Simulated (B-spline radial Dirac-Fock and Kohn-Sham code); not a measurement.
## How the settings move the core levels of Tm

ΔSCF core binding energies without Breit or QED terms, calculated with a radial atomic solver. Keys: rel is the Hamiltonian (dirac, or spin-free x2c and nr, where L3 and M5 stand for the whole 2p and 3d shells), method is hf or an exchange,correlation pair (spin-unpolarised, also for the hole states), nuc the nuclear model, radius_factor scales its radius, rmax is the box in bohr, h the logarithmic mesh step, order the B-spline order, points the quadrature points per cell, c_factor scales the speed of light, and damp, ndamp, maxit and tol steer the iteration. The run stops when the commutator error falls below 10·tol·max(1, Z/10), or the numerical noise floor, and the energy has settled to about 1e-8 Ha; the virial ratio is −V/T.

Base input:

```json
{"items": [{"Z": 69, "q": 0, "cfg": [[1, 0, 2], [2, 0, 2], [2, 1, 6], [3, 0, 2], [3, 1, 6], [3, 2, 10], [4, 0, 2], [4, 1, 6], [4, 2, 10], [4, 3, 13], [5, 0, 2], [5, 1, 6], [6, 0, 2]], "A": 169, "rrms": 5.2256, "do": "settings", "holes": ["K", "L3", "M5"],
  "settings": [{"rel": "dirac", "method": "hf", "nuc": "fermi", "radius_factor": 1.0, "rmax": 45.0, "h": 0.3, "order": 8, "points": 10, "c_factor": 1.0, "maxit": 60, "damp": 0.5, "ndamp": 3, "tol": 1e-08}]}]}
```

The ground state converged in 13 iterations, with total energy -13574.29176 Ha, virial ratio 1.90347 and highest orbital energy -5.29 eV. ΔSCF binding energies: K (1s) 59662.9 eV, L3 (2p3/2) 8669.2 eV, M5 (3d5/2) 1469.8 eV.

Changes from the base run:

```tsv
changed setting	Δ total energy (Ha)	Δ K (eV)	Δ L3 (eV)	Δ M5 (eV)	iterations
order = 5	+0.00622	0.00	+0.01	+0.01	13
rel = "nr"; radius_factor = 2.0; tol = 1e-06	+634.11741	-4156.25	-29.16	+31.94	9
nuc = "sphere"	+0.00242	-0.03	0.00	0.00	13
c_factor = 0.8	-447.71600	+2969.30	+6.46	-20.37	15
radius_factor = 1.2; rmax = 80.0; order = 6	+0.54069	-6.05	+0.04	+0.01	13
c_factor = 1.5	+372.99027	-2453.83	-13.98	+18.32	11
method = "pbesol"	-2.10961	+19.04	-35.07	-8.68	14
radius_factor = 1.2	+0.53992	-6.05	+0.04	+0.01	13
rmax = 25.0	0.00000	0.00	0.00	0.00	12
tol = 1e-06	0.00000	0.00	0.00	0.00	11
rmax = 80.0	0.00000	0.00	0.00	0.00	13
rel = "nr"; method = "rpbe,pbe"; rmax = 25.0	?	?	?	?	?
radius_factor = 1.2; rmax = 80.0; tol = 1e-06	+0.53992	-6.05	+0.04	+0.01	11
rel = "x2c"	+11.92965	-62.71	+296.96	+17.97	15
```

Task: What does the change rel = "nr"; method = "rpbe,pbe"; rmax = 25.0 do?

Result: The total energy moves by +630.01489 Ha and the binding energies by K -4130.73 eV, L3 -64.74 eV, M5 +22.60 eV; the run takes 17 iterations.
